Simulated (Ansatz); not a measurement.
Species: sum formula GeHCl$_{3}$ (charge -1, doublet). 
Geometry from a B3LYP-D3(BJ)/def2-TZVP (Ansatz, a program for electronic structure) optimisation:
```xyz
5

Ge     0.0974     0.0770     0.1674
Cl    -0.5715     2.3839    -0.0816
Cl     2.0845    -1.2912     0.0631
Cl    -1.6933    -1.2394    -0.3982
H     -0.0510     0.0312     1.7283
```
Charge -1, spin multiplicity 2.

Basis-set convergence of Hartree-Fock and CCSD(T) correlation energies (hartree) with Ansatz. Cores are frozen in the correlated levels unless marked. UHF or UKS for open shells. Spin-orbit coupling is left out. Frozen are the shells of the preceding noble gas and the d and f shells that filled before the atom's block. No relativistic terms.

```json
[
 {"basis": "def2-SVPD", "functions": "127", "E(HF)": "-3453.93721", "E(corr, CCSD(T))": "-0.60107"},
 {"basis": "def2-TZVPPD", "functions": "224", "E(HF)": "___", "E(corr, CCSD(T))": "___"}
]
```

**Question.** Some entries are withheld; supply them.

**Answer.** 
- def2-TZVPPD, E(HF): -3454.64893
- def2-TZVPPD, E(corr, CCSD(T)): -0.78192
